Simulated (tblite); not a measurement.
C44:85 fullerene, spiral 1 2 4 7 10 14 17 18 20 21 22 24 (C44) at step 0 of a GFN2-xTB optimisation (tblite, gas phase), coordinates in Å:

```
  1 C     0.3456   -0.6372   -3.3304
  2 C    -0.6454   -1.6215   -2.9864
  3 C    -1.7486   -0.9348   -2.3901
  4 C    -1.4976    0.4754   -2.4935
  5 C    -0.3417    0.6334   -3.3255
  6 C     0.6389    1.6227   -2.9820
  7 C     1.7538    0.9333   -2.3943
  8 C     1.5003   -0.4692   -2.4857
  9 C     1.6381   -1.3104   -1.3255
 10 C     0.9540   -2.5802   -1.3366
 11 C    -0.2738   -2.6878   -2.0929
 12 C    -1.3235   -2.7954   -1.1061
 13 C    -2.0100   -1.5295   -1.1073
 14 C    -1.9877   -0.7155    0.0649
 15 C    -1.9921    0.7193   -0.0676
 16 C    -1.6374    1.3081   -1.3189
 17 C    -0.9565    2.5805   -1.3374
 18 C     0.2705    2.6824   -2.0919
 19 C     1.3203    2.7944   -1.1035
 20 C     2.0093    1.5303   -1.1095
 21 C     1.9874    0.7179    0.0693
 22 C     1.9888   -0.7135   -0.0678
 23 C     2.0098   -1.5256    1.1189
 24 C     1.3166   -2.7977    1.1046
 25 C     0.7130   -3.2616   -0.0997
 26 C    -0.7188   -3.2651    0.1032
 27 C    -0.9563   -2.5771    1.3375
 28 C    -1.6362   -1.3077    1.3263
 29 C     0.2721   -2.6862    2.0889
 30 C    -1.4960   -0.4714    2.4906
 31 C    -1.7503    0.9323    2.3899
 32 C    -2.0086    1.5307    1.1123
 33 C    -1.3221    2.7927    1.1041
 34 C    -0.7106    3.2621   -0.0970
 35 C     0.7137    3.2652    0.0974
 36 C     0.9573    2.5808    1.3354
 37 C     1.6345    1.3076    1.3211
 38 C    -0.2709    2.6883    2.0882
 39 C    -0.6412    1.6194    2.9793
 40 C     1.7487   -0.9290    2.3923
 41 C     0.6419   -1.6263    2.9833
 42 C    -0.3350   -0.6410    3.3325
 43 C     0.3454    0.6356    3.3253
 44 C     1.4993    0.4706    2.4855
```

**Question.** What are the forces on the atoms (eV/Å)?

**Answer.** 
```
  1 C    -1.31   -0.96    0.15
  2 C     2.52   -1.12    0.52
  3 C    -0.90    1.69    1.38
  4 C    -0.63   -0.48    0.80
  5 C     1.32    1.00    0.04
  6 C    -2.19    0.92    0.42
  7 C     0.80   -1.34    1.50
  8 C     0.39    0.21    0.40
  9 C     0.47   -0.75   -1.12
 10 C     0.42    0.03    0.00
 11 C    -0.03    1.48   -1.42
 12 C     0.42   -0.51    1.95
 13 C     0.15    0.19   -0.83
 14 C    -1.04    0.19    0.07
 15 C    -1.00   -0.29    0.22
 16 C    -0.40    0.87   -1.55
 17 C    -0.45    0.01    0.13
 18 C     0.02   -1.32   -1.33
 19 C    -0.36    0.45    1.69
 20 C    -0.15   -0.20   -0.78
 21 C     1.06   -0.22   -0.30
 22 C     1.01   -0.03    0.29
 23 C    -0.18    0.04    0.27
 24 C    -0.10   -0.22   -1.80
 25 C     1.50    1.10    0.78
 26 C    -1.53    1.21   -0.97
 27 C    -0.48   -0.07   -0.04
 28 C    -0.48   -0.74    1.17
 29 C    -0.07    1.40    1.53
 30 C    -0.41    0.24   -0.49
 31 C    -0.78   -1.49   -1.29
 32 C     0.05   -0.27    0.58
 33 C     0.46    0.58   -1.78
 34 C    -1.80   -1.17    0.59
 35 C     1.72   -1.19   -0.66
 36 C     0.40    0.03   -0.03
 37 C     0.48    0.89    1.34
 38 C    -0.04   -1.54    1.55
 39 C     2.42    1.12   -0.45
 40 C     0.88    1.22   -1.37
 41 C    -2.22   -0.97   -0.41
 42 C     0.95   -0.77   -0.22
 43 C    -1.29    0.92   -0.08
 44 C     0.42   -0.12   -0.46
```
